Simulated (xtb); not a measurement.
C5H4F2O, SMILES C=C=CO/C(F)=C\F. All values are semi-empirical tight-binding results from xtb (GFN2-xTB unless named), good for trends rather than for accurate numbers. The structure is a stationary point at GFN2-xTB. The structure was generated by enumeration; whether it is a known compound was not checked. The values are those of a single conformer.

| Property | Value |
|---|---|
| orbital gap | 4.18 eV |
| dipole moment | 2.37 D |
| zero-point energy | 47.0 kcal/mol |
| G − E(el) at 298.15 K (modified RRHO) | 26.0 kcal/mol |
| static polarisability (D4 model) | 65.1 bohr³ |
| solvation energy, GFN2-xTB/ALPB(water) | -2.5 kcal/mol |
| solvation energy, GFN2-xTB/ALPB(ether) | -6.5 kcal/mol |

Give the IR lines (harmonic; lines under 4 % of the strongest left out, lines within 3 cm⁻¹ merged). (The exact figures need the calculation; the answer reports its results.)

ν (cm⁻¹): 506 (w), 831 (w), 881 (w), 1015 (m), 1110 (s), 1138 (s), 1182 (w), 1267 (vs), 1304 (w), 1432 (m), 1748 (m) (against the strongest line: vs over 80 %, s over 45 %, m over 15 %, w over 4 %, vw less)
